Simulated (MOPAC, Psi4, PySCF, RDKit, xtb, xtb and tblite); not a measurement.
Two geometries of SMILES C(c1sccc1)B(O)O (C5H7BO2S), singlet, relaxed at GFN2-xTB with one dihedral held; other torsions can differ between them too.

Structure A

```
16

O     -2.0951     1.3858    -0.3226
B     -2.1263     0.0588    -0.0501
O     -3.1843    -0.4414     0.6151
C     -0.9477    -0.9669    -0.4602
C      0.1902    -0.3268    -1.1711
C      1.4338    -0.0417    -0.6998
C      2.2576     0.6192    -1.6419
C      1.6287     0.8394    -2.8208
S      0.0112     0.2402    -2.8073
H     -1.3392     1.7028    -0.8172
H     -3.8519     0.2092     0.8373
H     -0.5727    -1.4586     0.4384
H     -1.3821    -1.7491    -1.0866
H      1.7593    -0.3034     0.2914
H      3.2731     0.9121    -1.4435
H      2.0047     1.3108    -3.7065
```

Structure B

```
16

O     -2.0139     1.3862    -0.2983
B     -2.0947     0.0531    -0.0446
O     -3.1773    -0.4091     0.6019
C     -0.9607    -0.9975    -0.5095
C     -0.8530    -2.1660     0.4075
C     -1.4269    -3.3922     0.2957
C     -1.1399    -4.2472     1.3860
C     -0.3512    -3.6595     2.3166
S      0.0546    -2.0423     1.8808
H     -1.2338     1.7006    -0.7509
H     -3.8146     0.2644     0.8438
H     -1.2125    -1.3656    -1.5073
H      0.0109    -0.5019    -0.5821
H     -2.0384    -3.6802    -0.5406
H     -1.5061    -5.2556     1.4651
H      0.0247    -4.0656     3.2344
```

Question: Which is lower in energy at the level Psi4 with PBE0-D3(BJ)/def2-SVP // GFN2-xTB, and by how much?

Answer: A is lower, by 16.08 kJ/mol (dihedral O1–B2–C4–C5: 0° in A, 150° in B).

E(B) − E(A) in kJ/mol at the other levels, on the same two geometries: GFN2-xTB (xtb and tblite) 6.04; PBE0/def2-SVP // GFN2-xTB (Psi4) 15.08; PBE/def2-SVP // GFN2-xTB (Psi4) 14.56; PBE-D3(BJ)/def2-SVP // GFN2-xTB (Psi4) 15.73; UFF // GFN2-xTB (RDKit) -3.09; PM3, restricted, heats of formation // GFN2-xTB (MOPAC) 3.61; AM1, restricted, heats of formation // GFN2-xTB (MOPAC) 8.84; GFN1-xTB // GFN2-xTB (xtb) 7.20; restricted B3LYP/6-31G*, spherical d, density fitting // GFN2-xTB (PySCF) 14.73; restricted MP2 (frozen core)/6-31G*, spherical d // GFN2-xTB (PySCF) 14.79; restricted B3LYP/6-311+G**, spherical d, density fitting // GFN2-xTB (PySCF) 12.09; restricted M06-2X/6-31G*, spherical d, density fitting // GFN2-xTB (PySCF) 16.62.
